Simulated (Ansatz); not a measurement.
These are frozen-core CCSD(T)/cc-pVTZ // PBE-D3(BJ)/def2-TZVP (Ansatz, a program for electronic structure) values and carry that method's errors. The geometry is that of the parent before the electron was removed.

Ansatz 0.2 input:
```yaml
crystal:
  periodic: [false, false, false]
  atoms:
    - { symbol: C, position_ang: [1.860076, 0.244596, -0.017187] }
    - { symbol: C, position_ang: [0.699259, -0.102891, -0.036394] }
    - { symbol: C, position_ang: [-0.710618, -0.477409, -0.097466] }
    - { symbol: O, position_ang: [-1.600751, 0.622912, 0.113755] }
    - { symbol: H, position_ang: [2.887073, 0.545785, 0.015431] }
    - { symbol: H, position_ang: [-0.941528, -1.205322, 0.695226] }
    - { symbol: H, position_ang: [-0.910507, -0.976014, -1.065847] }
    - { symbol: H, position_ang: [-1.312116, 1.342306, -0.474346] }
basis:
  gaussian: { orbitals: cc-pVTZ }
correlation:
  method: ccsd_t
total_charge: 1
magnetization:
  spin_polarized: true
  initial_magnetization: 1
```

Output:

```
Functional definition: HF
1017 factors; integrals over basis functions are off by at most 9.0e-4 eV
mean field evaluation 1: about -5176.7627 eV, gradient 3.5e1 eV
mean field evaluation 2: about -5176.7680 eV, gradient 3.5e1 eV
mean field evaluation 4: about -5181.9165 eV, gradient 4.1e0 eV
mean field evaluation 8: about -5182.2032 eV, gradient 2.1e-1 eV
mean field evaluation 16: about -5182.2058 eV, gradient 2.4e-6 eV
mean field evaluation 32: about -5182.2050 eV, gradient 3.0e-2 eV
mean field evaluation 64: about -5182.0288 eV, gradient 4.1e0 eV
mean field evaluation 96: about -5181.6806 eV, gradient 4.6e-5 eV
mean field evaluation 128: about -5182.2014 eV, gradient 1.2e-1 eV
mean field evaluation 160: about -5181.6803 eV, gradient 3.1e-2 eV
mean field evaluation 192: about -5182.0212 eV, gradient 2.1e-1 eV
mean field evaluation 224: about -5182.0251 eV, gradient 4.1e-2 eV
mean field evaluation 256: about -5176.9683 eV, gradient 7.6e0 eV
mean field evaluation 288: about -5181.2319 eV, gradient 3.2e0 eV
mean field -5182.20575599 eV, -190.4425489076 hartree, gradient 2.5e-6 eV, S^2 0.758556; 13 other end points of the search recorded, 0 dependent functions left out
determinant -5182.20575599 eV, -190.4425489076 hartree, with singles and doubles -5201.05294737 eV, -191.1351704156 hartree
determinant -5182.02324609 eV, -190.4358417924 hartree, with singles and doubles -5200.83301676 eV, -191.1270881147 hartree
determinant -5181.68060252 eV, -190.4232498733 hartree, with singles and doubles -5200.61646312 eV, -191.1191299153 hartree
determinant -5181.30928548 eV, -190.4096042239 hartree, with singles and doubles -5200.76819798 eV, -191.1247060686 hartree
determinant -5182.20575599 eV, -190.4425489076 hartree, with singles and doubles -5200.87623229 eV, -191.1286762562 hartree
determinant -5182.02324609 eV, -190.4358417924 hartree, with singles and doubles -5200.65268053 eV, -191.1204608803 hartree
determinant -5181.68060252 eV, -190.4232498733 hartree, with singles and doubles -5200.43724774 eV, -191.1125438713 hartree
determinant -5181.30928548 eV, -190.4096042239 hartree, with singles and doubles -5200.59147546 eV, -191.1182116357 hartree
determinant -5182.20575599 eV, -190.4425489076 hartree, with singles and doubles -5200.91401887 eV, -191.1300648874 hartree
determinant -5182.02324609 eV, -190.4358417924 hartree, with singles and doubles -5200.67226214 eV, -191.1211804914 hartree
determinant -5181.68060252 eV, -190.4232498733 hartree, with singles and doubles -5200.58117079 eV, -191.1178329462 hartree
determinant -5181.30928548 eV, -190.4096042239 hartree, with singles and doubles -5200.69458903 eV, -191.1220009895 hartree
4 core orbitals not correlated
reference -5182.20575599 eV, -190.4425489076 hartree; 11, 10 occupied and 161, 162 virtual orbitals, 1017 factors
second order -17.79256787 eV of doubles, -0.00000000 eV of singles
cycle   1  -18.70826587 eV  change   -3.0e-6 eV  update   2.0e-6
perturbative correction -0.82123717 eV, -0.0301799094 hartree
Total energy: -5201.73525903 eV, -191.1602449066 hartree
```

Cost: roughly 40 core-minutes.
